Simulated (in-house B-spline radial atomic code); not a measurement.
# Ionising the carbon ion C³⁺ with different functionals

Computed with an all-electron radial atomic-structure program (B-spline basis): scalar-relativistic (spin-free X2C) Hamiltonian, Fermi nucleus of rms radius 2.4702 fm, spin-polarised at highest spin, spherical fractional occupations for the functionals, the average over the highest-spin determinants for Hartree-Fock. The ionisation energy is the difference of two self-consistent energies, [He] 2s1 → 1s2, without Breit or QED terms; ε is the level of the shell that loses the electron (its least bound occupied spin orbital).

| method | rung | ΔSCF (eV) | -ε(2s) (eV) |
| --- | --- | --- | --- |
| Hartree-Fock | Hartree-Fock | 64.38 | 64.39 |
| HF fractional | Hartree-Fock | ? | ? |
| LDA VWN5 | LDA | 64.39 | 57.28 |
| LDA PW92 | LDA | 64.39 | 57.28 |
| LDA exchange-only | LDA | 63.57 | 56.44 |
| PBE | GGA | 64.95 | 57.71 |
| PBEsol | GGA | 64.54 | 57.45 |
| BLYP | GGA | 65.17 | 57.60 |
| RPBE | GGA | 65.06 | 57.77 |
| PW91 | GGA | 65.03 | 57.78 |
| BP86 | GGA | ? | ? |
| AM05 | GGA | 64.36 | 57.33 |
| OLYP | GGA | 65.17 | 57.70 |
| TPSS | meta-GGA | 64.81 | 57.91 |
| r2SCAN | meta-GGA | 64.39 | 58.07 |
| revTPSS | meta-GGA | 64.71 | 57.95 |
| PBE0 | global hybrid | 64.87 | 59.50 |
| B3LYP | global hybrid | 65.18 | 59.16 |
| TPSSh | global hybrid | 64.79 | 58.59 |
| BHandHLYP | global hybrid | 65.06 | 61.15 |
| r2SCAN0 | global hybrid | 64.47 | 59.71 |
| B97-1 | global hybrid | 64.70 | 59.09 |
| HSE06 | range-separated hybrid | 64.86 | 59.07 |
| wB97X | range-separated hybrid | 63.75 | 61.95 |
| CAM-B3LYP | range-separated hybrid | 65.14 | 61.00 |
| LC-wPBE | range-separated hybrid | 65.05 | 62.77 |

**Question.** What does BP86 give?

**Answer.** ΔSCF 64.68 eV, and -ε(2s) = 57.70 eV.

**Question.** What does HF fractional give?

**Answer.** ΔSCF 64.38 eV, and -ε(2s) = 64.39 eV.

**Question.** Among the functionals, which spreads more, the ΔSCF values or the orbital energies?

**Answer.** The orbital energies: ΔSCF values span about 1.62 eV and the orbital energies 6.33 eV.

**Question.** How do they compare with the NIST value?

**Answer.** NIST lists 64.494 eV (measured, ground level to ground level). Errors run from -0.93 to +0.69 eV; r2SCAN0 is closest (-0.03 eV), but part of that can be cancellation, since the calculations leave out Breit-QED terms. Hartree-Fock also lacks correlation.
